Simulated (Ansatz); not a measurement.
One change: `[AlH2][CH]1C[SiH2]1` becomes `C1C[SiH2]1`.

Ansatz, PBE0-D4/def2-TZVP geometries, multiplicity 1. 

```tsv
property	`[AlH2][CH]1C[SiH2]1`
HOMO–LUMO gap (PBE0/def2-TZVPP) / eV	5.77
zero-point energy (PBE0-D4/def2-TZVP) / kJ/mol	191.7
HOMO–LUMO gap (ωB97M-V/def2-TZVPP) / eV	9.42
HOMO energy (PBE0/def2-TZVPP) / eV	-6.76
ideal-gas entropy at 298 K and 1 bar (rigid rotor, harmonic PBE0-D4/def2-TZVP) / J/(mol·K)	327
HOMO–LUMO gap (PBE/def2-TZVPP) / eV	4.01
```

Give the same properties after the change, and the shifts. (Estimate.)

The calculation gave: 
```tsv
property	`C1C[SiH2]1`	shift
HOMO–LUMO gap (PBE0/def2-TZVPP) / eV	7.22	1.45
zero-point energy (PBE0-D4/def2-TZVP) / kJ/mol	182.5	-9.2
HOMO–LUMO gap (ωB97M-V/def2-TZVPP) / eV	11.01	1.59
HOMO energy (PBE0/def2-TZVPP) / eV	-6.92	-0.16
ideal-gas entropy at 298 K and 1 bar (rigid rotor, harmonic PBE0-D4/def2-TZVP) / J/(mol·K)	266	-61
HOMO–LUMO gap (PBE/def2-TZVPP) / eV	5.30	1.29
```

With PBE0 the HOMO falls by 0.16 eV and the LUMO rises by 1.28 eV, so the gap widens by about 1.44 eV. PBE moves the HOMO by -0.05 eV and ωB97M-V by -0.26 eV. The zero-point energy changes by -9.2 kJ/mol with -6 modes.
